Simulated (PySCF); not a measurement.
F3Ga (SMILES [F][Ga]([F])[F]), singlet, geometry from GFN2-xTB (such geometries of metal compounds can be far from the true shape). Base run: DF-B3LYP/6-311G** (PySCF).

PySCF was given this input:
```python
from pyscf import gto, scf, dft

mol = gto.Mole()
mol.atom = '''
    Ga    0.000000    0.000000    0.000000
    F    -1.469133   -0.916593    0.051507
    F     0.004224    1.591957   -0.683230
    F     1.464908   -0.675364    0.631723
'''
mol.basis = '6-311g**'
mol.charge = 0
mol.spin = 0
mol.verbose = 4
mol.build()

mf = dft.RKS(mol)
mf.xc = 'b3lyp'
mf = mf.density_fit(auxbasis='def2-universal-jkfit')
mf.kernel()
mf.analyze()
```

Each row names what was changed in the base input (with any setting that the change needs).

```json
[
 {"change": "base", "basis functions": "98", "E (Eh)": "-2224.59351", "HOMO (eV)": "-11.30", "HOMO-LUMO gap (eV)": "8.41"},
 {"change": "basis = x2c-TZVPall; relativity = spin-free X2C; nucleus = Gaussian (with mol.nucmod = 'G'; without mf = mf.density_fit(auxbasis='def2-universal-jkfit'))", "basis functions": "141", "E (Eh)": "-2243.95573", "HOMO (eV)": "-11.47", "HOMO-LUMO gap (eV)": "8.49"},
 {"change": "basis = jorge-DZP-DKH; relativity = spin-free X2C; nucleus = Gaussian (with mol.nucmod = 'G'; without mf = mf.density_fit(auxbasis='def2-universal-jkfit'))", "basis functions": "88", "E (Eh)": "-2243.77821", "HOMO (eV)": "-11.25", "HOMO-LUMO gap (eV)": "8.35"},
 {"change": "basis = x2c-TZVPall; relativity = spin-free X2C (without mf = mf.density_fit(auxbasis='def2-universal-jkfit'))", "basis functions": "141", "E (Eh)": "-2243.96514", "HOMO (eV)": "-11.47", "HOMO-LUMO gap (eV)": "8.49"},
 {"change": "basis = jorge-DZP-DKH; relativity = spin-free X2C (without mf = mf.density_fit(auxbasis='def2-universal-jkfit'))", "basis functions": "88", "E (Eh)": "-2243.78815", "HOMO (eV)": "-11.25", "HOMO-LUMO gap (eV)": "8.35"},
 {"change": "basis = x2c-SVPall; relativity = none (without mf = mf.density_fit(auxbasis='def2-universal-jkfit'))", "basis functions": "74", "E (Eh)": "-2217.00383", "HOMO (eV)": "-11.07", "HOMO-LUMO gap (eV)": "8.51"},
 {"change": "basis = jorge-DZP-DKH; relativity = none (without mf = mf.density_fit(auxbasis='def2-universal-jkfit'))", "basis functions": "88", "E (Eh)": "-2220.14395", "HOMO (eV)": "-11.23", "HOMO-LUMO gap (eV)": "8.49"},
 {"change": "basis = x2c-SVPall; relativity = spin-free X2C; nucleus = Gaussian (with mol.nucmod = 'G'; without mf = mf.density_fit(auxbasis='def2-universal-jkfit'))", "basis functions": "74", "E (Eh)": "-2243.22988", "HOMO (eV)": "-11.09", "HOMO-LUMO gap (eV)": "8.31"},
 {"change": "basis = x2c-TZVPall; relativity = none (without mf = mf.density_fit(auxbasis='def2-universal-jkfit'))", "basis functions": "141", "E (Eh)": "-2216.75959", "HOMO (eV)": "-11.45", "HOMO-LUMO gap (eV)": "8.65"},
 {"change": "basis = x2c-SVPall; relativity = spin-free X2C (without mf = mf.density_fit(auxbasis='def2-universal-jkfit'))", "basis functions": "74", "E (Eh)": "-2243.23855", "HOMO (eV)": "-11.09", "HOMO-LUMO gap (eV)": "8.31"}
]
```

Totals shift with the method and basis; they matter in differences.

Basis sets contracted for a relativistic Hamiltonian are a mismatch without it, so the rows without relativity aren't non-relativistic limits. No row has spin-orbit coupling; sets with core potentials leave out the core electrons.
